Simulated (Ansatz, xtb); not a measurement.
# Relative energy of two isomers of C4H4ClF2N

We compare X, `C[C@H](Cl)C(F)(F)C#N`, a singlet, with Y, `N#CCC(F)(F)CCl`, a singlet. Both are isolated molecules in the gas phase, relaxed with B3LYP-D3(BJ)/def2-SVP, each in the lowest conformer that the search found.

X (Å):

```json
{"atom": "C", "x (Å)": "0.6468", "y (Å)": "-1.7197", "z (Å)": "-0.5134"}
{"atom": "C", "x (Å)": "-0.6035", "y (Å)": "-0.8895", "z (Å)": "-0.2900"}
{"atom": "C", "x (Å)": "-0.3132", "y (Å)": "0.4725", "z (Å)": "0.3541"}
{"atom": "C", "x (Å)": "0.5601", "y (Å)": "1.3448", "z (Å)": "-0.4734"}
{"atom": "Cl", "x (Å)": "-1.4866", "y (Å)": "-0.6157", "z (Å)": "-1.8370"}
{"atom": "F", "x (Å)": "-1.4655", "y (Å)": "1.1249", "z (Å)": "0.6175"}
{"atom": "F", "x (Å)": "0.3094", "y (Å)": "0.2516", "z (Å)": "1.5444"}
{"atom": "N", "x (Å)": "1.2664", "y (Å)": "1.9989", "z (Å)": "-1.1132"}
{"atom": "H", "x (Å)": "1.3358", "y (Å)": "-1.2139", "z (Å)": "-1.2060"}
{"atom": "H", "x (Å)": "1.1606", "y (Å)": "-1.8858", "z (Å)": "0.4451"}
{"atom": "H", "x (Å)": "0.3744", "y (Å)": "-2.6928", "z (Å)": "-0.9434"}
{"atom": "H", "x (Å)": "-1.3070", "y (Å)": "-1.3900", "z (Å)": "0.3912"}
```

Y (Å):

```xyz
12

C     2.3410   -0.0368    0.4715
C     1.0358   -0.5325    0.0458
C     0.2287    0.5163   -0.7240
C     0.8892    1.0943   -1.9683
Cl    1.3400   -0.1817   -3.1409
F    -0.0364    1.5701    0.1009
F    -0.9632   -0.0481   -1.0501
N     3.3772    0.3737    0.7838
H     1.1662   -1.4133   -0.5999
H     0.4388   -0.8290    0.9219
H     1.7968    1.6406   -1.6824
H     0.1776    1.7788   -2.4477
```

Quicker runs give these differences E(Y) − E(X): GFN2-xTB −0.358 eV; HF/STO-3G −0.209 eV (at GFN2-xTB geometries); r2SCAN-D4/def2-SVP −0.382 eV (at GFN2-xTB geometries).

Q: Estimate E(Y) − E(X) at the level CCSD(T)/def2-SVP + ΔMP2/def2-TZVPP.

A: Calculated at CCSD(T)/def2-SVP + ΔMP2/def2-TZVPP: E(Y) − E(X) = −0.394 eV, so structure Y lies lower.

How the difference moves with the method:

```json
{"level": "GFN2-xTB", "geometry": "GFN2-xTB", "E(Y) − E(X) (eV)": "−0.358", "departure from the last row (eV)": "+0.036", "job, with rough time for the two": "optimisation, 0.13 s"}
{"level": "HF/STO-3G", "geometry": "GFN2-xTB", "E(Y) − E(X) (eV)": "−0.209", "departure from the last row (eV)": "+0.185", "job, with rough time for the two": "single point, 0.36 s"}
{"level": "r2SCAN-D4/def2-SVP", "geometry": "GFN2-xTB", "E(Y) − E(X) (eV)": "−0.382", "departure from the last row (eV)": "+0.012", "job, with rough time for the two": "single point, 3.8 s"}
{"level": "B3LYP-D3(BJ)/def2-SVP", "geometry": "B3LYP-D3(BJ)/def2-SVP", "E(Y) − E(X) (eV)": "−0.385", "departure from the last row (eV)": "+0.009", "job, with rough time for the two": "optimisation, 32 s"}
{"level": "HF/def2-SVP", "geometry": "B3LYP-D3(BJ)/def2-SVP", "E(Y) − E(X) (eV)": "−0.504", "departure from the last row (eV)": "−0.110", "job, with rough time for the two": "part of the CCSD(T) run"}
{"level": "MP2/def2-SVP", "geometry": "B3LYP-D3(BJ)/def2-SVP", "E(Y) − E(X) (eV)": "−0.313", "departure from the last row (eV)": "+0.081", "job, with rough time for the two": "part of the CCSD(T) run"}
{"level": "CCSD(T)/def2-SVP", "geometry": "B3LYP-D3(BJ)/def2-SVP", "E(Y) − E(X) (eV)": "−0.328", "departure from the last row (eV)": "+0.066", "job, with rough time for the two": "single point"}
{"level": "CCSD(T)/def2-SVP + ΔMP2/def2-TZVPP", "geometry": "B3LYP-D3(BJ)/def2-SVP", "E(Y) − E(X) (eV)": "−0.394", "departure from the last row (eV)": "", "job, with rough time for the two": "single point, 74 s"}
```

As drawn, both hold the same kinds of bond in the same numbers. Structure X has 1 methyl group, Y 0.

None of the levels shown reverses the order. The largest departure from CCSD(T)/def2-SVP + ΔMP2/def2-TZVPP is that of HF/STO-3G, 0.185 eV. The last row adds to CCSD(T) the change of the MP2 difference between the two basis sets, here −0.066 eV.

With thermal terms from frequencies at re-optimised GFN2-xTB minima (ideal gas, soft modes damped towards free rotors, one conformer each, 298.15 K, 1 atm): on the last row, ΔE + ΔZPE = −0.395, ΔH = −0.403, ΔG = −0.395 eV.

The correlated steps freeze 12 core orbitals. Mirror images aren't counted in ΔG. Programs: Ansatz 0.2.0, xtb 6.7.1; the last row on 4 threads of Arm Neoverse V2 on a shared host.
